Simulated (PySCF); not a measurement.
# Radial density of Au (gold, neutral)

r2SCANh, [Xe] 4f14 5d9 6s1 6p1, one real determinant (an excited configuration). All numbers are calculated (PySCF 2.14, scalar relativity through the core potential, in def2-TZVPPD with the def2 core potential (60 electrons) (6s5p3d2f1g, 59 functions)). This is the valence pseudo-density: the core potential removes the inner electrons and smooths the orbitals near the nucleus.

```json
{"r (bohr)": "0.139", "4πr²ρ (e/bohr)": "9.650e-05", "4πr²(ρα − ρβ)": "0.0000"}
{"r (bohr)": "0.234", "4πr²ρ (e/bohr)": "0.003163", "4πr²(ρα − ρβ)": "0.0002"}
{"r (bohr)": "0.394", "4πr²ρ (e/bohr)": "0.2603", "4πr²(ρα − ρβ)": "0.0112"}
{"r (bohr)": "0.662", "4πr²ρ (e/bohr)": "7.912", "4πr²(ρα − ρβ)": "0.2904"}
{"r (bohr)": "1.11", "4πr²ρ (e/bohr)": "15.83", "4πr²(ρα − ρβ)": "0.7178"}
{"r (bohr)": "1.87", "4πr²ρ (e/bohr)": "5.017", "4πr²(ρα − ρβ)": "0.9461"}
{"r (bohr)": "3.15", "4πr²ρ (e/bohr)": "1.046", "4πr²(ρα − ρβ)": "0.6853"}
{"r (bohr)": "5.30", "4πr²ρ (e/bohr)": "0.1573", "4πr²(ρα − ρβ)": "0.1501"}
{"r (bohr)": "8.91", "4πr²ρ (e/bohr)": "0.005183", "4πr²(ρα − ρβ)": "0.0052"}
```

⟨L²⟩ = 8.02 against 12 for a pure F term, so this real determinant mixes terms. Energies and moments cover only the electrons outside the core potential. Spin-orbit coupling, absent here, splits the open shell strongly.
